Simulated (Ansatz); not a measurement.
Geometry optimisation, Ansatz, RKS PBE-D4/def2-SVP.

Input file:

```yaml
crystal:
  periodic: [false, false, false]
  atoms:
    - { symbol: Ge, position_ang: [-0.065504, 0.131848, -0.927573] }
    - { symbol: O, position_ang: [1.249867, 0.177578, 1.711268] }
    - { symbol: H, position_ang: [0.705538, -0.579991, 2.008515] }
    - { symbol: H, position_ang: [1.841596, -0.234248, 1.030308] }
    - { symbol: F, position_ang: [-1.305566, 1.391714, -0.746472] }
    - { symbol: H, position_ang: [-0.914031, -1.0622, -0.192847] }
basis:
  gaussian: { orbitals: def2-SVP }
hamiltonian:
  xc: pbe
  dispersion: d4
relax:
  f_tol: 0.03
  max_steps: 50
output:
  orbitals: {}
```

Run as:

```bash
$ ansatz run input.yaml --threads 2 --pin off --max-ram 3072MiB --backend cpu --events-out ev --progress --plain --runs-dir out
```

Task: Where does it end, and by what steps?

Result: The run converged. After 7 steps the energy has fallen by 0.346 eV; O2 moved furthest, 0.54 Å.

```json
{"step": "0", "energy less start (eV)": "0.0000", "largest force component (eV/Å)": "0.951", "accepted": "yes"}
{"step": "1", "energy less start (eV)": "-0.1166", "largest force component (eV/Å)": "1.653", "accepted": "yes"}
{"step": "2", "energy less start (eV)": "-0.1925", "largest force component (eV/Å)": "1.678", "accepted": "yes"}
{"step": "3", "energy less start (eV)": "-0.3020", "largest force component (eV/Å)": "0.678", "accepted": "yes"}
{"step": "4", "energy less start (eV)": "-0.3379", "largest force component (eV/Å)": "0.320", "accepted": "yes"}
{"step": "5", "energy less start (eV)": "-0.3434", "largest force component (eV/Å)": "0.150", "accepted": "yes"}
{"step": "6", "energy less start (eV)": "-0.3448", "largest force component (eV/Å)": "0.097", "accepted": "yes"}
{"step": "7", "energy less start (eV)": "-0.3457", "largest force component (eV/Å)": "0.028", "accepted": "yes"}
```

```xyz
6
Properties=species:S:1:pos:R:3
Ge 0.023 0.045 -0.835
O 1.009 0.183 1.227
H 0.495 -0.435 1.783
H 1.911 -0.190 1.189
F -1.087 1.372 -0.381
H -0.838 -1.149 -0.100
```

Whether the end is a true minimum wasn't checked by a vibrational analysis.

The run took 7.2 s on 2 threads of Arm Neoverse V2, on a shared host, peak memory 0.14 GiB.
